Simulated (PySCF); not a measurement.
C5H7NO2Si.
SMILES: `c1(C=C)nocc1O[SiH3]`

Theory: PySCF, TDDFT wB97X-D/def2-SVPD, vertical, gas phase, core orbitals frozen in the response. One conformer (not necessarily the lowest) at the GFN2-xTB geometry, without solvent, vibrations or thermal averaging. Torsions of this conformer, `[CH2:1]=[CH:2][c:3]1[n:4][o:5][cH:6][c:7]1[O:8][SiH3:9]`: C1–C2–C3–N4 0°, C6–C7–O8–Si9 0°.

Each state is given a Gaussian of 0.4 eV full width at half maximum, with ε(max) = 2.175×10⁸ f / Δν̃ (Δν̃ the width in cm⁻¹). The cross-section is σ = 3.8235×10⁻²¹ ε cm², given in Mb (10⁻¹⁸ cm²). The width is an assumption, not a result. The curve ends short of the highest state used, and states not computed would add to its high-energy end.

λ (nm), σ (Mb) and a bar:
```
    184.0       3.84 ##
    185.4       1.88 #
    186.8       0.89 
    188.1       0.46 
    189.5       0.28 
    190.9       0.27 
    192.3       0.33 
    193.6       0.44 
    195.0       0.57 
    196.4       0.72 
    197.8       0.90 
    199.1       1.12 
    200.5       1.49 #
    201.9       2.10 #
    203.3       3.10 #
    204.7       4.62 ##
    206.0       6.59 ###
    207.4       9.35 ####
    208.8      12.70 ######
    210.2      16.46 ########
    211.5      20.12 ##########
    212.9      23.98 ###########
    214.3      27.58 #############
    215.7      30.84 ###############
    217.0      33.63 ################
    218.4      36.57 ##################
    219.8      39.67 ###################
    221.2      43.14 #####################
    222.6      47.03 #######################
    223.9      50.90 ########################
    225.3      55.04 ##########################
    226.7      58.71 ############################
    228.1      61.38 #############################
    229.4      62.59 ##############################
    230.8      62.24 ##############################
    232.2      60.09 #############################
    233.6      56.27 ###########################
    234.9      51.50 #########################
    236.3      45.44 ######################
    237.7      38.89 ###################
    239.1      32.31 ###############
    240.4      26.51 #############
    241.8      20.85 ##########
    243.2      15.95 ########
    244.6      11.89 ######
    246.0       8.64 ####
    247.3       6.28 ###
    248.7       4.35 ##
    250.1       2.95 #
    251.5       1.95 #
    252.8       1.31 #
    254.2       0.83 
    255.6       0.52 
    257.0       0.32 
    258.3       0.20 
    259.7       0.12
```

Question: Where are the band maxima, and which computed states make them?

Answer: 230 nm (5.39 eV), ε about 16000, made up of S1 (94%) (ε in L mol⁻¹ cm⁻¹; maxima over ε = 5, shares over 10%). At its high-energy end, 6.74 eV, the curve is still rising (ε about 1000, from S5 and S6). The states used: S1 5.37 eV (f 0.231); S2 5.73 eV (f 0.096); S3 5.81 eV (f 0.0040); S4 6.22 eV (f 0.0029); S5 7.10 eV (f 0.117); S6 7.27 eV (f 0.305); S7 7.31 eV (f 0.0035); S8 7.34 eV (f 0.022).

Question: On this curve, what absorbance would a 10⁻⁴ mol/L sample give at 222 nm over a 1 cm path?

Answer: 222 nm is 5.585 eV, where ε is about 12000 L mol⁻¹ cm⁻¹, so A = ε c l ≈ 1.2 (Beer–Lambert, with the gas-phase spectrum and the assumed width).

Question: What would ε be at 5.39 eV, the highest of these maxima, with half the width (0.2 eV)?

Answer: About 30500 L mol⁻¹ cm⁻¹ against 16400, a factor of about 1.9; a lone state at its own centre would give exactly 2.

Question: Coming from long wavelengths, where does ε first pass 100 L mol⁻¹ cm⁻¹?

Answer: At about 256 nm (4.84 eV), 0.54 eV below S1.
